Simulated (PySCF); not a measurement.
**Dipole moment and polarisability of `C#Cc1pc(C)oc1Cl`**

C₆H₄ClOP.
SMILES with atom numbers: `[CH:1]#[C:2][c:3]1[p:4][c:5]([CH3:6])[o:7][c:8]1[Cl:9]` (hydrogens: H10 on C1; H11, H12, H13 on C6)

Geometry (GFN2-xTB, Å), atoms numbered from 1 in this order:
```xyz
13
C6H4ClOP angstrom
C     -1.4414   -3.4153   -0.7888
C     -0.9875   -2.3388   -0.5110
C     -0.4529   -1.0743   -0.2179
P      0.1658    0.0947   -1.4248
C      0.5186    1.1481   -0.1134
C      1.1191    2.5127   -0.1458
O      0.2046    0.6736    1.1092
C     -0.3277   -0.5478    1.0351
Cl    -0.7733   -1.2688    2.5195
H     -1.8395   -4.3575   -1.0193
H      1.2544    2.8708    0.8717
H      2.0833    2.4974   -0.6507
H      0.4721    3.2057   -0.6817
```

Level: CAM-B3LYP/def2-SVPD (PySCF), static field, nuclei fixed, core orbitals frozen in the response. The polarisability tensor in these axes (au):

```
x    81.60  29.86  -2.43
y    29.86 136.78   3.85
z    -2.43   3.85 116.61
```

Q: What are the eigenvalues, a third of the trace, and Δα (Δα² = ½Σ(αi − αj)² over the three pairs)?

A: Principal values 68.24, 116.70 and 150.05 au; mean 111.66 au = 16.55 Å³ = 18.41 × 10⁻⁴⁰ C²·m²/J; Δα = 71.25 au (64 % of the mean).

Q: What is the dipole moment, and where does it point?

A: (0.58, 1.30, -0.14) D, 1.43 D in size, pointing from the negative to the positive side. Measured along this direction, the outermost atoms are H10 at the negative end and H12 and H13 at the positive end.

Q: In TDDFT the mean static polarisability is Σ f/ω² over all singlet excitations (ω in hartree). How much of it do the 8 lowest give? Their energies (eV) and oscillator strengths: 5.00, 0.0949; 5.23, 0.0512; 5.65, 0.0001; 5.67, 0.0007; 5.71, 0.1562; 5.93, 0.2532; 6.00, 0.0086; 6.07, 0.0020.

A: They add up to 13.31 au, 11.9 % of the 111.66 au; the largest single term is 5.33 au, from the state at 5.93 eV. Terms in order: 2.81, 1.39, 0.00, 0.02, 3.54, 5.33, 0.18, 0.04 au. Higher excitations give the rest. The strengths listed sum to 0.567.

Q: What would n − 1 = 2πNα be for an ideal gas of these molecules at 298.15 K and 1 atm, electronic part alone?

A: N = p/kT = 2.4615 × 10¹⁹ cm⁻³, so n − 1 = 2π × N × 16.55 × 10⁻²⁴ cm³ = 2559 × 10⁻⁶ at long wavelengths, for an ideal gas.

Q: Give the principal axes and the span of the nuclei along them.

A: Largest value along (0.40, 0.91, 0.08), where the nuclei span 7.98 Å; middle along (-0.10, -0.04, 0.99), 4.07 Å; least along (0.91, -0.40, 0.08), 1.76 Å. The response follows the extents in order.

Q: Traceless (Buckingham) quadrupole moment about the centre of nuclear charge: eigenvalues?

A: -7.88, -5.81, 13.69 D·Å. The values depend on the origin, since the dipole doesn't vanish. The electronic extent ⟨r²⟩ about the same centre is 1644 bohr², a root-mean-square distance of 2.40 Å for the 80 electrons.

Geometry: GFN2-xTB; no solvent, vibrations or thermal averaging. GFN2-xTB frequencies show an imaginary mode (103i cm⁻¹), so this geometry is no minimum at that level.

The run behind these numbers computed excited states as well. Cost: about 2.3 min of CPU time on one thread; the machine was shared, so the figure is rough.
